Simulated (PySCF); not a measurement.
**Unknown compound**

Molecular formula: C$_{2}$H$_{13}$BSi$_{4}$. Simulated spectra:

$^{1}$H NMR (300 MHz, computed): δ 4.32 (m, 1H), 4.25 (m, 1H), 4.14 (m, 2H), 3.90 (m, 2H), 3.89 (m, 1H), 1.47 (s, 6H).

$^{13}$C{$^{1}$H} NMR (computed): δ 23.4 (CH3).

Calculated, not measured (PySCF): PBE0/pcSseg-1 with gauge-including orbitals, PBE0-D3(BJ)/def2-SVP structure. A single conformation, non-relativistic Hamiltonian, one averaged value for each set of equivalent atoms, no solvent model.

δ = σ(ref) − σ, references computed at the same level: $^{1}$H, $^{13}$C vs TMS.

Problem. Deduce the structure.

Solution. 
1 carbon signal for 2 carbons: some carbons are equivalent by symmetry or fast rotation. Carbon types of the structure: 2 × CH3, leaving 7 H on heteroatoms. δC 23.4: methyl carbon bonded to B. δH 4.32, 4.25, 4.14, 3.90: hydrogen on a silicon bonded to 2 Si, in a 4-membered ring. δH 3.89: hydrogen on a silicon bonded to B, 2 Si, in a 4-membered ring. δH 1.47: hydrogen on a methyl carbon bonded to B.

Structure: `CB(C)[SiH]1[SiH2][SiH2][SiH2]1`.

This is the structure that produced the data.

A carbon bonded to boron is broadened by the quadrupolar boron nucleus and is often missing from a measured spectrum. Shifts are as computed. Against solution values, carbons near 30 ppm lie about +2 ppm off and those near 130 ppm about +5 ppm. Of 1211 compounds with measured shifts, 218 miss one by over three times the rms of a fit or turn the order of signals round; such compounds aren't used in these exercises. No couplings were computed; multiplicities are counted from neighbouring protons, with m where these are inequivalent, close in shift, in a saturated or five-membered ring or joined by F or P, and br s for small geminal =CH2 splittings.
